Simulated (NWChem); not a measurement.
System meant: CH₄F₂O₂Si; SMILES CO[Si](O)(F)F

The following NWChem deck was run.

```
start job
memory heap 200 mb stack 900 mb global 1100 mb
geometry units angstroms noautoz
  C      0.001751     2.306250    -0.088101
  O      0.718900     1.099000     0.133627
  Si     0.065556    -0.399062     0.043141
  O     -1.342436    -0.441272     0.901496
  F      1.169414    -1.431771     0.613621
  F     -0.223688    -0.861828    -1.487610
  H     -0.961525     2.320606     0.466252
  H     -0.208227     2.459106    -1.169526
  H      0.626438     3.149712     0.266968
  H     -1.924296    -1.204946     0.746996
end
basis spherical
  * library def2-svp
end
dft
  xc xpbe96 cpbe96
  iterations 4
  mulliken
end
task dft energy
```

End of the output:

```
    Atom       Charge   Shell Charges
 -----------   ------   -------------------------------------------------------
    1 C    6     5.94   1.96  0.58  0.31  1.83  1.14  0.12
    2 O    8     8.23   1.97  0.90  0.59  2.76  1.99  0.02
    3 Si  14    13.49   2.00  1.91  0.56  0.21  5.81  1.17  0.80  1.03
    4 O    8     8.18   1.97  0.88  0.60  2.70  2.01  0.01
    5 F    9     9.17   1.98  1.02  0.76  3.21  2.19  0.01
    6 F    9     9.17   1.98  1.02  0.77  3.20  2.21  0.01
    7 H    1     0.98   0.64  0.27  0.06
    8 H    1     0.98   0.64  0.27  0.06
    9 H    1     0.97   0.64  0.26  0.06
   10 H    1     0.90   0.55  0.17  0.18

 center of mass
 --------------
 x =   0.04623559 y =  -0.15098292 z =  -0.02901541

 moments of inertia (a.u.)
 ------------------
         824.472402571073           0.000000000000          -0.000000000000
           0.000000000000         476.394679849983           0.000000000000
          -0.000000000000           0.000000000000         838.522234080947

     Multipole analysis of the density
     ---------------------------------

     L   x y z        total         alpha         beta         nuclear
     -   - - -        -----         -----         ----         -------
     0   0 0 0     -0.000000    -29.000000    -29.000000     58.000000

     1   1 0 0     -0.863091     -0.431546     -0.431546      0.000000
     1   0 1 0      0.350886      0.175443      0.175443      0.000000
     1   0 0 1      0.126251      0.063126      0.063126      0.000000

     2   2 0 0    -28.815043    -78.599408    -78.599408    128.383774
     2   1 1 0      2.301799     -1.394486     -1.394486      5.090770
     2   1 0 1     -1.180294      2.297890      2.297890     -5.776075
     2   0 2 0    -25.805788   -179.497975   -179.497975    333.190162
     2   0 1 1     -1.538581      1.393370      1.393370     -4.325322
     2   0 0 2    -31.259750    -73.903293    -73.903293    116.546836

 ------------------------------------------------------------------------
 dft energy failed                                                                                  0
 ------------------------------------------------------------------------
 ------------------------------------------------------------------------
  current input line :
    23: task dft energy
 ------------------------------------------------------------------------
 ------------------------------------------------------------------------
 This type of error is most commonly associated with calculations not reaching convergence criteria
 ------------------------------------------------------------------------
 For more information see the NWChem manual at https://nwchemgit.github.io

0:dft energy failed:Received an Error in Communication
```

Task: Can this run be used? If not, why, and what is the fix?

Result: Convergence was not reached. Cause: the SCF was allowed too few iterations. This input runs:
```
start job
memory heap 200 mb stack 900 mb global 1100 mb
geometry units angstroms noautoz
  C      0.001751     2.306250    -0.088101
  O      0.718900     1.099000     0.133627
  Si     0.065556    -0.399062     0.043141
  O     -1.342436    -0.441272     0.901496
  F      1.169414    -1.431771     0.613621
  F     -0.223688    -0.861828    -1.487610
  H     -0.961525     2.320606     0.466252
  H     -0.208227     2.459106    -1.169526
  H      0.626438     3.149712     0.266968
  H     -1.924296    -1.204946     0.746996
end
basis spherical
  C library def2-svp
  O library def2-svp
  Si library def2-svp
  F library def2-svp
  H library def2-svp
end
dft
  xc xpbe96 cpbe96
  iterations 150
  mulliken
end
task dft energy
```
It converges to -679.39846 Ha (PBE/def2-SVP).
